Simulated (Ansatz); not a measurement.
Basis-set extrapolation for BH$_{4}$NSSi (`SB1N[SiH2]1`) (PBE0-D4/def2-TZVP geometry, frozen core, the Gaussian-basis code of Ansatz). Multiplicity 1, RHF reference.

```
                      def2-TZVPP   def2-QZVPP
                 HF  -768.010625  -768.034473
    MP2 correlation    -0.599269    -0.644391
CCSD(T) correlation    -0.670454      not run
```

Energies in hartree. Use E(X) = E(∞) + A·exp(−7.88·√X) for Hartree–Fock and E(X) = E(∞) + B·X^(−2.97) for correlation, with X = 3 and 4, and add CCSD(T) minus MP2 of the smaller set to the MP2 limit.

Question: What is the CCSD(T) energy at the basis-set limit?

Answer: HF limit: -768.034473 + (-0.023848) × 0.13774 = -768.03776. MP2 limit: -0.644391 + (-0.045122) × 0.74074 = -0.67781. Higher-order term: -0.670454 − (-0.599269) = -0.07118. Total: -768.78675 hartree, 2.88 eV below CCSD(T)/def2-TZVPP.
